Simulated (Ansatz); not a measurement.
Reactions of `[Cl][SnH2][Br]`.

Computed with Ansatz on PBE0-D4/def2-TZVP structures; ΔE is electronic, products minus reactants. CBS: MP2 limit from def2 TZ/QZ plus the TZ coupled-cluster correction, frozen cores. This one scheme is used for every species, atoms too. Open shells (•) are unrestricted, without spin–orbit coupling. Spin–orbit coupling would lower the free atoms: a little for Cl; clearly for Br; strongly for Sn. def2 core potentials past Kr. For Br, Sn outer-core shells are correlated without core-valence functions, so the limit isn't a true one: a few kJ/mol of doubt a bond, and 10 to 20 or more in all where bonds break to atoms. Scalar relativity is left out up to krypton. One conformer a species, not always the lowest.

(1) Order these by ΔE at CCSD(T)/CBS, lowest first. (Estimate.)
A. `[Cl][SnH2][Br]` + H–F → `[F][SnH2][Br]` + HCl
B. `[Cl][SnH2][Br]` → Br• + Cl• + 2 H• + Sn•
C. `[Cl][SnH2][Br]` + HBr → `[Br][SnH2][Br]` + HCl
D. `[Cl][SnH2][Br]` + `O[SiH3]` → `[SiH3][O][SnH2][Cl]` + HBr
E. `[Cl][SnH2][Br]` → Cl• + `[Br][SnH2]`•
F. `[Cl][SnH2][Br]` + H₂O → `[OH][SnH2][Cl]` + HBr
G. `[Cl][SnH2][Br]` + `F[Si](F)(Cl)O[SiH3]` → `[SiH3][O][SnH2][Cl]` + `F[Si](F)(Cl)Br`
H. `[Cl][SnH2][Br]` + H₂ → `[Br][SnH3]` + HCl

Largest T1 diagnostic: 0.013, for `[Br][SnH2]`•.

Answers

(1) C (-16.0 kJ/mol), A (+37.8 kJ/mol), D (+60.9 kJ/mol), H (+73.7 kJ/mol), F (+83.5 kJ/mol), G (+109.0 kJ/mol), E (+398.2 kJ/mol), B (+1198.3 kJ/mol).
